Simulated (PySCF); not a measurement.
**Radial density of Lu (lutetium, neutral)**

UHF, [Xe] 4f14 6s2 6p1, 2P determinant (an excited configuration). Calculation: PySCF 2.14, in x2c-TZVPPall with one added diffuse shell each of s, p, d type (12s8p8d2f2g, 108 functions); scalar relativity by spin-free X2C-1e.

| r (bohr) | 4πr²ρ (e/bohr) | 4πr²(ρα − ρβ) |
| --- | --- | --- |
| 0.0142 | 97.59 | 0.0005 |
| 0.0239 | 84.73 | 0.0021 |
| 0.0402 | 107.3 | 0.0031 |
| 0.0676 | 125.8 | 0.0003 |
| 0.114 | 98.50 | 0.0020 |
| 0.191 | 110.3 | 0.0033 |
| 0.322 | 56.39 | 0.0066 |
| 0.541 | 60.54 | 0.0016 |
| 0.910 | 20.03 | 0.0334 |
| 1.53 | 7.056 | -0.0017 |
| 2.57 | 1.246 | 0.0782 |
| 4.33 | 0.6844 | 0.2605 |
| 7.28 | 0.1003 | 0.0764 |
| 12.3 | 0.001322 | 0.0012 |

Densities and radii are taken from the X2C orbitals without a picture-change correction, which distorts them close to the nucleus.

Spin-orbit coupling, absent here, splits the open shell strongly. ⟨S²⟩ = 0.95 against 0.75 shows spin contamination.
